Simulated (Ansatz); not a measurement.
**Ansatz input wanted**

The species is C6H5N3 (14 atoms), meant as a singlet with charge 0. As SMILES, `c1ccc2[nH]nnc2c1`. The coordinates come from a GFN2-xTB relaxation. The run starts from this shape.

```xyz
14

C    -0.3788   -1.6991   -0.6597
C     0.9206   -1.4949   -0.1724
C     1.3257   -0.2843    0.3419
C     0.3782    0.7311    0.3538
N     0.3697    2.0295    0.7609
N    -0.8403    2.5666    0.5372
N    -1.6110    1.7130    0.0162
C    -0.9383    0.5355   -0.1362
C    -1.3241   -0.7010   -0.6521
H    -0.6346   -2.6724   -1.0509
H     1.6212   -2.3159   -0.2037
H     2.3258   -0.1290    0.7165
H     1.1096    2.5730    1.1736
H    -2.3238   -0.8521   -1.0252
```

Settings wanted:

```json
{"basis set": "def2-TZVP", "core potential": "none", "integral approximation": "automatic", "walk f tol": "0.003 eV/angstrom", "task": "optimise", "method": "DFT", "functional": "PBE0", "dispersion": "D4", "reference": "RKS", "relativity": "none", "accuracy": "medium"}
```

**Question.** Write the Ansatz 0.2.0 input and the command.

**Answer.** One that was run (others would do as well):

in.yaml:
```yaml
crystal:
  periodic: [false, false, false]
  atoms:
    - {symbol: C, position_ang: [-0.378800, -1.699110, -0.659660]}
    - {symbol: C, position_ang: [0.920650, -1.494930, -0.172350]}
    - {symbol: C, position_ang: [1.325660, -0.284290, 0.341940]}
    - {symbol: C, position_ang: [0.378250, 0.731120, 0.353780]}
    - {symbol: "N", position_ang: [0.369680, 2.029490, 0.760940]}
    - {symbol: N, position_ang: [-0.840270, 2.566630, 0.537190]}
    - {symbol: N, position_ang: [-1.611030, 1.713010, 0.016240]}
    - {symbol: C, position_ang: [-0.938280, 0.535530, -0.136160]}
    - {symbol: C, position_ang: [-1.324070, -0.701030, -0.652100]}
    - {symbol: H, position_ang: [-0.634590, -2.672430, -1.050900]}
    - {symbol: H, position_ang: [1.621190, -2.315890, -0.203750]}
    - {symbol: H, position_ang: [2.325790, -0.129040, 0.716520]}
    - {symbol: H, position_ang: [1.109600, 2.573040, 1.173550]}
    - {symbol: H, position_ang: [-2.323780, -0.852090, -1.025240]}
basis:
  gaussian:
    orbitals: def2-TZVP
relax:
  f_tol: 0.003
hamiltonian:
  xc: pbe0
  dispersion: d4
```

```bash
$ ansatz run in.yaml --threads 1 --pin off --max-ram 2610MiB --events-out events.jsonl --progress --plain --runs-dir runs
```

Calculated total energy at the end of the run: -395.57487 Eh.
